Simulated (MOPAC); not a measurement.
MOPAC input (AM1):

```
AM1 1SCF CHARGE=-1 GEO-OK AUX(PRECISION=9) THREADS=1
H6N3Si

N     0.55463400 1    1.03358500 1   -1.03868000 1
Si   -0.14513700 1    0.30436600 1    0.51605500 1
N     1.07334100 1   -1.04284700 1    0.68717700 1
N    -1.51799400 1   -0.46332200 1   -0.39315100 1
H     1.35441300 1    1.62535000 1   -0.83406500 1
H    -0.13514800 1    1.63440900 1   -1.48242900 1
H     1.74548300 1   -0.88502100 1    1.42827600 1
H     1.58396200 1   -1.23497900 1   -0.17549800 1
H    -2.09578100 1   -1.03821100 1    0.21022500 1
H    -1.19088100 1   -1.05458100 1   -1.15870200 1
```

Output:

```
 *******************************************************************************
 **                                                                           **
 **                              MOPAC v23.2.5                                **
 **                                                                           **
 *******************************************************************************
 ** MOPAC's Digital Object Identifier: https://doi.org/10.5281/zenodo.6511958 **
 **                                                                           **
 ** Please cite the open-source release paper for use of this MOPAC version:  **
 ** J. E. Moussa and J. J. P. Stewart (2026)                                  **
 ** MOPAC: An open-source semiempirical molecular orbital program             **
 ** J. Open Source Softw., 11(119), 8025, https://doi.org/10.21105/joss.08025 **
 *******************************************************************************

                              AM1 CALCULATION RESULTS

 *******************************************************************************
 *  AM1        - The AM1 Hamiltonian to be used
 *  GEO-OK     - OVERRIDE INTERATOMIC DISTANCE AND OTHER SAFETY CHECKS
 *
 *
 *
 *                 CHARGE ON SYSTEM = -1
 *
 *
 *
 *  1SCF       - DO 1 SCF AND THEN STOP
 *  AUX        - OUTPUT AUXILIARY INFORMATION
 *******************************************************************************
AM1 1SCF CHARGE=-1 GEO-OK AUX(PRECISION=9) THREADS=1
 H6N3Si

   ATOM   CHEMICAL          X               Y               Z
  NUMBER   SYMBOL      (ANGSTROMS)     (ANGSTROMS)     (ANGSTROMS)

     1       N          0.55463400  *   1.03358500  *  -1.03868000  *
     2      Si         -0.14513700  *   0.30436600  *   0.51605500  *
     3       N          1.07334100  *  -1.04284700  *   0.68717700  *
     4       N         -1.51799400  *  -0.46332200  *  -0.39315100  *
     5       H          1.35441300  *   1.62535000  *  -0.83406500  *
     6       H         -0.13514800  *   1.63440900  *  -1.48242900  *
     7       H          1.74548300  *  -0.88502100  *   1.42827600  *
     8       H          1.58396200  *  -1.23497900  *  -0.17549800  *
     9       H         -2.09578100  *  -1.03821100  *   0.21022500  *
    10       H         -1.19088100  *  -1.05458100  *  -1.15870200  *

          CARTESIAN COORDINATES

    NO.       ATOM           X           Y           Z

     1         N          0.5546      1.0336     -1.0387
     2        Si         -0.1451      0.3044      0.5161
     3         N          1.0733     -1.0428      0.6872
     4         N         -1.5180     -0.4633     -0.3932
     5         H          1.3544      1.6254     -0.8341
     6         H         -0.1351      1.6344     -1.4824
     7         H          1.7455     -0.8850      1.4283
     8         H          1.5840     -1.2350     -0.1755
     9         H         -2.0958     -1.0382      0.2102
    10         H         -1.1909     -1.0546     -1.1587

  H: (AM1): M.J.S. DEWAR ET AL, J. AM. CHEM. SOC. 107 3902-3909 (1985)
  N: (AM1): M.J.S. DEWAR ET AL, J. AM. CHEM. SOC. 107 3902-3909 (1985)
 Si: (AM1): M.J.S.DEWAR, C. JIE, ORGANOMETALLICS, 6, 1486-1490 (1987).

           Empirical Formula: H6 N3 Si  =    10 atoms

      MOLECULAR POINT GROUP   :   C1

      RHF CALCULATION, NO. OF DOUBLY OCCUPIED LEVELS = 13

 -------------------------------------------------------------------------------
 AM1 1SCF CHARGE=-1 GEO-OK AUX(PRECISION=9) THREADS=1
 H6N3Si

     1SCF WAS SPECIFIED, SO BFGS WAS NOT USED
     SCF FIELD WAS ACHIEVED

                              AM1 CALCULATION
                                                       MOPAC v23.2.5 Linux

          FINAL HEAT OF FORMATION =        -42.50141 KCAL/MOL =    -177.82591 KJ/MOL

          COSMO AREA              =        113.79 SQUARE ANGSTROMS
          COSMO VOLUME            =        103.34 CUBIC ANGSTROMS

          IONIZATION POTENTIAL    =          1.246637 EV
          HOMO LUMO ENERGIES (EV) =         -1.247  7.490
          NO. OF FILLED LEVELS    =         13
          MOLECULAR WEIGHT        =         76.1530         POINT GROUP:  C1

          MOLECULAR DIMENSIONS (Angstroms)

            Atom       Atom       Distance
            H     9    H     5     4.48207
            H     7    H     6     4.22219
            H     8   Si     2     1.94532

          SCF CALCULATIONS        =          1

   ATOM   CHEMICAL          X               Y               Z
  NUMBER   SYMBOL      (ANGSTROMS)     (ANGSTROMS)     (ANGSTROMS)

     1       N          0.55463400  *   1.03358500  *  -1.03868000  *
     2      Si         -0.14513700  *   0.30436600  *   0.51605500  *
     3       N          1.07334100  *  -1.04284700  *   0.68717700  *
     4       N         -1.51799400  *  -0.46332200  *  -0.39315100  *
     5       H          1.35441300  *   1.62535000  *  -0.83406500  *
     6       H         -0.13514800  *   1.63440900  *  -1.48242900  *
     7       H          1.74548300  *  -0.88502100  *   1.42827600  *
     8       H          1.58396200  *  -1.23497900  *  -0.17549800  *
     9       H         -2.09578100  *  -1.03821100  *   0.21022500  *
    10       H         -1.19088100  *  -1.05458100  *  -1.15870200  *

                             CARTESIAN COORDINATES

   1    N        0.554634000     1.033585000    -1.038680000
   2   Si       -0.145137000     0.304366000     0.516055000
   3    N        1.073341000    -1.042847000     0.687177000
   4    N       -1.517994000    -0.463322000    -0.393151000
   5    H        1.354413000     1.625350000    -0.834065000
   6    H       -0.135148000     1.634409000    -1.482429000
   7    H        1.745483000    -0.885021000     1.428276000
   8    H        1.583962000    -1.234979000    -0.175498000
   9    H       -2.095781000    -1.038211000     0.210225000
  10    H       -1.190881000    -1.054581000    -1.158702000

           Empirical Formula: H6 N3 Si  =    10 atoms

      MOLECULAR POINT GROUP   :   C1

                  EIGENVALUES
 -26.52611 -25.64676 -25.42671 -10.95860 -10.47108 -10.11841  -9.44631  -8.07512
  -7.39050  -5.31029  -4.53589  -4.32297  -1.24664   7.48985   7.77643   8.94405
  10.46515  10.61746  10.73402  11.35899  11.45147  11.64034

              NET ATOMIC CHARGES AND DIPOLE CONTRIBUTIONS

  ATOM NO.   TYPE          CHARGE      No. of ELECS.   s-Pop       p-Pop
    1          N          -0.595282        5.5953     1.64672     3.94857
    2         Si           0.237941        3.7621     1.22066     2.54140
    3          N          -0.614324        5.6143     1.60644     4.00788
    4          N          -0.578686        5.5787     1.61232     3.96636
    5          H           0.072563        0.9274     0.92744
    6          H           0.095944        0.9041     0.90406
    7          H           0.093453        0.9065     0.90655
    8          H           0.100757        0.8992     0.89924
    9          H           0.092006        0.9080     0.90799
   10          H           0.095627        0.9044     0.90437
 DIPOLE           X         Y         Z       TOTAL
 POINT-CHG.    -0.293     1.200     1.896     2.263
 HYBRID         1.661    -1.562    -2.750     3.572
 SUM            1.368    -0.362    -0.854     1.653

          ATOMIC ORBITAL ELECTRON POPULATIONS

     Atom    s        px        py        pz
    1  N   1.64672   1.11372   1.35465   1.48019
    2 Si   1.22066   0.60130   0.83205   1.10805
    3  N   1.60644   1.25093   1.67676   1.08020
    4  N   1.61232   1.40782   1.36310   1.19545
    5  H   0.92744
    6  H   0.90406
    7  H   0.90655
    8  H   0.89924
    9  H   0.90799
   10  H   0.90437

 **********************
 *                    *
 * JOB ENDED NORMALLY *
 *                    *
 **********************

 == MOPAC DONE ==
```

The dipole moment of an ion depends on the origin.

The geometry given is a B3LYP-D3(BJ)/def2-TZVP minimum.
